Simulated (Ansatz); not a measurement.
C$_{2}$H$_{7}$BTe at its PBE0-D4/def2-TZVP geometry, where that method's forces vanish. Charge 0, multiplicity 1. Te: def2 effective core potential. The bonds changed during the relaxation, so this is another structure than the one it started from.

```xyz
11

B    -0.2482    1.3019   -0.3802
C    -0.3706   -0.1762    0.0473
C     0.3335   -1.2963   -0.6704
Te    0.9032    0.6821    1.6569
H    -1.0879    2.0960   -0.0697
H     0.6184    1.6003   -1.1551
H    -1.2739   -0.4923    0.5673
H     0.4873   -2.1793   -0.0468
H     1.2982   -0.9753   -1.0701
H    -0.2821   -1.5942   -1.5263
H    -0.3780    1.0334    2.6471
```

**Question.** What forces (eV/Å) does ωB97M-V/def2-TZVPP give on these atoms in the Gaussian-basis code of Ansatz? (An estimate is asked.)

**Answer.** Computed: 
```
B1  -0.085  0.064 -0.148
C2  -0.131  0.228  0.168
C3   0.091 -0.191 -0.148
Te4 -0.075 -0.037  0.138
H5   0.114 -0.105 -0.028
H6  -0.103 -0.048  0.097
H7   0.082  0.041 -0.063
H8  -0.005  0.076 -0.041
H9  -0.060 -0.016  0.037
H10  0.062  0.020  0.075
H11  0.109 -0.032 -0.085
```
